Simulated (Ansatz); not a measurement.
FGeH9Si3, SMILES `[F][Ge]([SiH3])([SiH3])[SiH3]` at its PBE0-D4/def2-TZVP geometry, where that method's forces vanish. The species carries charge 0 and has multiplicity 1.

| atom | x (Å) | y (Å) | z (Å) |
| --- | --- | --- | --- |
| F1 | -0.191 | -0.090 | 2.278 |
| Ge2 | -0.044 | -0.021 | 0.517 |
| Si3 | -1.224 | -1.932 | -0.301 |
| Si4 | 2.302 | -0.104 | 0.066 |
| Si5 | -1.048 | 2.050 | -0.129 |
| H6 | -0.611 | -3.179 | 0.225 |
| H7 | -1.131 | -1.929 | -1.786 |
| H8 | -2.652 | -1.867 | 0.101 |
| H9 | 2.882 | -1.370 | 0.584 |
| H10 | 2.489 | -0.046 | -1.409 |
| H11 | 2.989 | 1.055 | 0.693 |
| H12 | -2.482 | 2.072 | 0.262 |
| H13 | -0.942 | 2.172 | -1.608 |
| H14 | -0.337 | 3.188 | 0.508 |

Task: For each bond, give half the difference of the two atoms' forces along it (eV/Å; positive pushes the atoms apart) under PBE-D4, r2SCAN-D4, B3LYP-D4, ωB97M-V in def2-TZVPP. (Estimate.)

Result: The calculation gave: 
| bond | length (Å) | PBE-D4 | r2SCAN-D4 | B3LYP-D4 | ωB97M-V |
| --- | --- | --- | --- | --- | --- |
| F1–Ge2 | 1.768 | 0.54 | 0.07 | 0.31 | 0.17 |
| Ge2–Si3 | 2.391 | -0.09 | -0.02 | 0.05 | 0.01 |
| Ge2–Si4 | 2.391 | -0.09 | -0.02 | 0.05 | 0.01 |
| Ge2–Si5 | 2.391 | -0.09 | -0.02 | 0.05 | 0.01 |
| Si3–H6 | 1.486 | 0.09 | -0.01 | -0.08 | -0.10 |
| Si3–H7 | 1.488 | 0.08 | -0.01 | -0.06 | -0.09 |
| Si3–H8 | 1.486 | 0.09 | -0.01 | -0.08 | -0.10 |
| Si4–H9 | 1.486 | 0.09 | -0.01 | -0.08 | -0.10 |
| Si4–H10 | 1.488 | 0.08 | -0.01 | -0.06 | -0.09 |
| Si4–H11 | 1.486 | 0.09 | -0.01 | -0.08 | -0.10 |
| Si5–H12 | 1.486 | 0.08 | -0.01 | -0.08 | -0.10 |
| Si5–H13 | 1.488 | 0.08 | -0.01 | -0.06 | -0.09 |
| Si5–H14 | 1.486 | 0.09 | -0.01 | -0.08 | -0.10 |

B3LYP here is the variant with VWN-RPA as its local correlation; programs differ in this.

Program: Ansatz 0.2.0.
